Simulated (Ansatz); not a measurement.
Reaction (redistribution): `[OH][GeH]` + `[SiH3][SiH2]S` → `[GeH2]` + `O[SiH2][SiH2]S`

Calculated with Ansatz (gas phase, PBE0-D4/def2-TZVP geometries, no zero-point term in ΔE). CCSD(T)/CBS is the MP2 limit (def2-TZVPP, def2-QZVPP) plus CCSD(T) − MP2 in def2-TZVPP, frozen cores. DFT in def2-TZVPP. For Ge outer-core shells are correlated without core-valence functions, which leaves a few kJ/mol of doubt a bond. Scalar relativity is left out up to krypton. Each species was taken in one conformer, which may not be the lowest.

| level | ΔE (kJ/mol) |
| --- | --- |
| revPBE-D4 | 17.6 |
| BHLYP-D4 | 0.9 |
| PBE-QIDH | 8.9 |
| revPBE | 23.2 |
| r2SCANh | 11.5 |
| CAM-B3LYP | 10.4 |
| RPA@PBE/def2-TZVPP | 13.8 |
| CCSD(T)/def2-TZVPP | 10.3 |

(1) What does CCSD(T)/CBS give? (Estimate.)

(2) What do rigid-rotor, harmonic-oscillator terms from PBE0-D4/def2-TZVP frequencies (298.15 K, 1 bar) make of the CCSD(T)/CBS value? (Best estimate.)

Largest T1 diagnostic among the species: 0.016.

## Answers

(1) Ansatz gave: +9.8 kJ/mol. The listed levels differ from it by 7.8, -8.9, -0.9, 13.4, 1.7, 0.6, 4.0, 0.5 kJ/mol.

(2) The calculation gave: ΔZPE = -4.7 kJ/mol, ΔH = +6.4 kJ/mol, ΔS = -13 J/(mol·K), ΔG = +10.3 kJ/mol.

In def2-TZVPP, CCSD(T) changes the Hartree–Fock value by +14.8 kJ/mol (the triples alone add +3.7 kJ/mol) and MP2 by +17.6 kJ/mol. At CCSD(T), def2-SVP lies +10.7 kJ/mol from the extrapolated value and def2-TZVPP +0.6 kJ/mol.
